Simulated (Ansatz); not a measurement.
Mulliken charges of `F[CH2][GeH2][Cl]` from PBE/def2-TZVPP in Ansatz (PBE0-D4/def2-TZVP geometry).

```json
{"atom": "F1", "x (Å)": "-1.316", "y (Å)": "0.416", "z (Å)": "1.389", "charge (e)": "-0.191"}
{"atom": "C2", "x (Å)": "-0.474", "y (Å)": "0.845", "z (Å)": "0.383", "charge (e)": "-0.036"}
{"atom": "Ge3", "x (Å)": "0.604", "y (Å)": "-0.652", "z (Å)": "-0.305", "charge (e)": "0.307"}
{"atom": "Cl4", "x (Å)": "-0.699", "y (Å)": "-1.928", "z (Å)": "-1.451", "charge (e)": "-0.297"}
{"atom": "H5", "x (Å)": "-1.077", "y (Å)": "1.273", "z (Å)": "-0.423", "charge (e)": "0.106"}
{"atom": "H6", "x (Å)": "0.183", "y (Å)": "1.624", "z (Å)": "0.784", "charge (e)": "0.100"}
{"atom": "H7", "x (Å)": "1.687", "y (Å)": "-0.136", "z (Å)": "-1.264", "charge (e)": "0.000"}
{"atom": "H8", "x (Å)": "1.185", "y (Å)": "-1.499", "z (Å)": "0.832", "charge (e)": "0.010"}
```

Problem. By hand: the dipole of these point charges (1 e Å = 4.8032 D).

Solution. Σ q r = (0.577, 0.545, 0.100) e Å, of length 0.800 e Å = 3.84 D.

Problem. How does the dipole of the full density compare? (Estimate.)

Solution. Ansatz gave: (0.361, 0.382, 0.018) e Å, 2.53 D; the point charges give 1.52 times that, at 6° from its direction.

Point charges leave out the atoms' own dipoles, such as those of lone pairs, and Mulliken's split depends on the basis, so the two needn't agree.
